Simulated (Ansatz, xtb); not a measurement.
## C2H7OSi: 10 structures ranked

10 gas-phase structures of C2H7OSi, found in a search over its isomers (lower ones may exist). Each was relaxed with GFN2-xTB; where two conformers were screened, the lower at r2SCAN-D4/def2-SVP is listed:

A. `[CH2]O[SiH2]C`, a doublet
B. `[CH2]C[SiH2]O`, a doublet
C. `CC[SiH]O`, a doublet
D. `CO[SiH]C`, a doublet
E. `C[CH]O[SiH3]`, a doublet
F. `C[CH][SiH2]O`, a doublet
G. a doublet given by its coordinates
H. `[CH2]CO[SiH3]`, a doublet
I. `C[Si](C)O`, a doublet
J. `CCO[SiH2]`, a doublet

G (Å):

```xyz
11

C    -1.8805   -0.0418    1.0599
C    -0.4740    2.3794    0.8483
O    -1.7896    1.3051   -1.5413
Si   -2.0233    1.5728   -0.0598
H    -2.7126   -0.6531    0.7412
H    -1.9639    0.2036    2.1085
H    -0.9472   -0.5431    0.8502
H    -3.1977    2.2976    0.4322
H    -0.3849    3.3556    0.3933
H     0.4090    1.7916    0.6445
H    -0.6465    2.4661    1.9111
```

Close contacts (Å): C1–Si4 1.97, C2–Si4 1.97, O3–Si4 1.52, C1–H5 1.08, C1–H6 1.08, C1–H7 1.08, C2–H9 1.08, C2–H10 1.08, C2–H11 1.08, Si4–H8 1.47.

Q: Make a reasoned guess at their ranking by r2SCAN-D4/def2-SVP single-point energy.

A: Calculated order at r2SCAN-D4/def2-SVP: I (0.0), C (13.4), F (18.5), D (20.6), B (22.0), A (26.9), J (29.3), E (33.4), G (38.0), H (41.8) kcal/mol.

Energies above the lowest of each column, in kcal/mol; the last columns are at B3LYP/6-31G* geometries and were run for some of them only (a dash: not run or not comparable):

| structure | GFN2-xTB | HF/STO-3G | r2SCAN-D4/def2-SVP | B3LYP/6-31G* | CCSD(T)/def2-SVP + ΔMP2/def2-TZVPP |
| --- | --- | --- | --- | --- | --- |
| I | 9.6 | 0.0 | 0.0 | 0.0 | 0.0 |
| C | 5.8 | 13.4 | 13.4 | 11.8 | 12.9 |
| F | 10.0 | 14.4 | 18.5 | 17.1 | – |
| D | 8.4 | 10.4 | 20.6 | – | – |
| B | 14.7 | 20.2 | 22.0 | – | – |
| A | 14.2 | 9.4 | 26.9 | – | – |
| J | 0.0 | 21.6 | 29.3 | – | – |
| E | 1.2 | 17.6 | 33.4 | – | – |
| G | 11.1 | 14.6 | 38.0 | – | – |
| H | 14.8 | 27.7 | 41.8 | – | – |

CCSD(T)/def2-SVP + ΔMP2/def2-TZVPP puts I lowest of those it was run on; GFN2-xTB picks J. Flexible structures stand in one conformer each, not always the lowest. Frequencies (B3LYP/6-31G*) were run for C, I alone. Open shells are spin-unrestricted. ΔMP2 is the change of the MP2 energy from the smaller to the larger basis.

Over these structures GFN2-xTB departs from r2SCAN-D4/def2-SVP by 10.7 kcal/mol on average once a common shift is removed. A GFN2-xTB relaxation took about 0.062 s and the r2SCAN-D4/def2-SVP energy about 2.7 s on a shared host (Ansatz 0.2.0, xtb 6.7.1 (Pople sets with spherical d functions)).
